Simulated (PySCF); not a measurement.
C5H11B.
InChI=1S/C5H11B/c1-5-3-2-4-6-5/h5-6H,2-4H2,1H3/t5-/m0/s1

The closed-shell ground state was solved at several levels (PySCF, density fitting, gas phase, non-relativistic). The structure is a single GFN2-xTB conformer in the gas phase; no vibrational or solvent corrections.

```csv
level,basis functions,HOMO (eV),LUMO (eV),gap (eV),dipole (D)
PBE0/pcSseg-1,157,-8.05,-0.87,7.18,0.25
PBE0/def2-SVPD,208,-8.03,-0.88,7.15,0.34
```

Question: What might wB97X-D/def2-SVPD (208 basis functions) give for the same quantities?

Answer: HOMO -9.92 eV, LUMO 1.04 eV, gap 10.96 eV, dipole 0.30 D.

Question: Over all these levels, which gives the widest orbital gap and which the narrowest?

Answer: wB97X-D/def2-SVPD (range-separated hybrid) has the widest, 10.96 eV, and PBE0/def2-SVPD (global hybrid, 25 % exact exchange) the narrowest, 7.15 eV. The two share the basis. From the narrowest to the widest the HOMO moves by -1.89 eV and the LUMO by +1.92 eV.

Question: How far do the dipole and the HOMO energy spread over the levels?

Answer: The dipole runs from 0.25 to 0.34 D (mean 0.30 D) and the HOMO from -9.92 to -8.03 eV.
